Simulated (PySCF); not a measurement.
## Ge¹⁶⁺ (germanium, charge +16) across methods

[Ne] 3s2 3p4, high-spin 3P determinant. All numbers are calculated (PySCF 2.14, the non-relativistic Hamiltonian (point nucleus), in an even-tempered Gaussian basis (17 s from 1.1 bohr⁻², ratio 2.5; 11 p from 1.4 bohr⁻², ratio 2.5; 5 d from 8.6 bohr⁻², ratio 2.7; 4 f from 13 bohr⁻², ratio 2.7)).

```json
{"method": "UHF", "E (hartree)": "-1944.40072", "mean ε 3s β (eV)": "-653.15", "mean ε 3p α (eV)": "-613.92", "mean ε 3p β (eV)": "-605.04", "Σ⟨r²⟩ (bohr²)": "2.379", "⟨S²⟩": "2.002"}
{"method": "PBE", "E (hartree)": "-1944.800", "mean ε 3s β (eV)": "-633.98", "mean ε 3p α (eV)": "-593.75", "mean ε 3p β (eV)": "-586.73", "Σ⟨r²⟩ (bohr²)": "2.375", "⟨S²⟩": "2.001"}
{"method": "LDA", "E (hartree)": "-1941.796", "mean ε 3s β (eV)": "-633.79", "mean ε 3p α (eV)": "-593.30", "mean ε 3p β (eV)": "-586.21", "Σ⟨r²⟩ (bohr²)": "2.377", "⟨S²⟩": "2.000"}
{"method": "BLYP", "E (hartree)": "-1945.214", "mean ε 3s β (eV)": "-633.84", "mean ε 3p α (eV)": "-593.66", "mean ε 3p β (eV)": "-586.66", "Σ⟨r²⟩ (bohr²)": "2.375", "⟨S²⟩": "2.001"}
{"method": "r2SCAN", "E (hartree)": "-1945.072", "mean ε 3s β (eV)": "-635.07", "mean ε 3p α (eV)": "-595.74", "mean ε 3p β (eV)": "-587.82", "Σ⟨r²⟩ (bohr²)": "2.377", "⟨S²⟩": "2.001"}
{"method": "M06-L", "E (hartree)": "-1945.104", "mean ε 3s β (eV)": "-635.38", "mean ε 3p α (eV)": "-595.91", "mean ε 3p β (eV)": "-587.54", "Σ⟨r²⟩ (bohr²)": "2.373", "⟨S²⟩": "2.001"}
{"method": "PBE0", "E (hartree)": "-1944.872", "mean ε 3s β (eV)": "-639.26", "mean ε 3p α (eV)": "-599.17", "mean ε 3p β (eV)": "-591.72", "Σ⟨r²⟩ (bohr²)": "2.375", "⟨S²⟩": "2.001"}
```

Spin-orbit coupling is strong in this species (close to jj coupling), so the high-spin LS determinant is a model state, not a physical level.
